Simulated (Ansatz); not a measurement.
Input and output for C2HF2I, SMILES `F/C=C(/F)I`.

```yaml
crystal:
  periodic: [false, false, false]
  atoms:
    - {symbol: F, position_ang: [-1.530446, 0.850937, 0.092065]}
    - {symbol: C, position_ang: [-0.471572, 0.194815, 0.549884]}
    - {symbol: C, position_ang: [0.478454, -0.248817, -0.256982]}
    - {symbol: F, position_ang: [1.519726, -0.900740, 0.249082]}
    - {symbol: I, position_ang: [0.493271, -0.013302, -2.303828]}
    - {symbol: H, position_ang: [-0.447331, 0.053007, 1.623580]}
basis:
  gaussian: {orbitals: ANO-RCC-VTZP, point_charges: [{charge: 0.50, position_ang: [6.438, 0.187, 0.372]}]}
hamiltonian: {xc: {name: RPBE}}
output: {forces: true}
```

```sh
$ ansatz run in.yaml --threads 2 --pin off --events-out ev --progress --plain --max-ram 4352MiB
```

Output, abridged:

```
Functional definition: RPBE
1505 factors; their error is unknown
mean field evaluation 1: about -201150.2750 eV, gradient 5.0e1 eV
mean field evaluation 2: about -201137.3340 eV, gradient 8.5e1 eV
mean field evaluation 4: about -201156.1567 eV, gradient 6.3e0 eV
mean field evaluation 8: about -201156.2033 eV, gradient 4.3e-2 eV
mean field evaluation 16: about -201156.1706 eV, gradient 3.1e-4 eV
mean field -201156.17061625 eV, -7392.3529215976 hartree, gradient 2.2e-5 eV, S^2 0.000000; 0 other end points of the search recorded, 0 dependent functions left out
reference -201156.17067567 eV, -7392.3529237812 hartree; 42, 42 occupied and 160, 160 virtual orbitals, 1505 factors
Total energy: -201156.17067567 eV, -7392.3529237812 hartree
Relativity: scalar
Atom 0 at    -1.530446     0.850937     0.092065 Å, force    -0.826449     0.503954    -0.267004 eV/Å
Atom 1 at    -0.471572     0.194815     0.549884 Å, force    -0.054503    -0.044934     0.669081 eV/Å
Atom 2 at     0.478454    -0.248817    -0.256982 Å, force    -0.179046     0.168468    -0.559081 eV/Å
Atom 3 at     1.519726    -0.900740     0.249082 Å, force     1.067142    -0.646823     0.507283 eV/Å
Atom 4 at     0.493271    -0.013302    -2.303828 Å, force     0.020913     0.062846    -0.627366 eV/Å
Atom 5 at    -0.447331     0.053007     1.623580 Å, force    -0.014794    -0.038853     0.282100 eV/Å
Dipole moment:    -0.094524     0.004058     0.085358 e Å
```

Run time 6 s (2 threads of an Intel Xeon Platinum 8488C on a shared host); peak host memory 0.4 GiB.
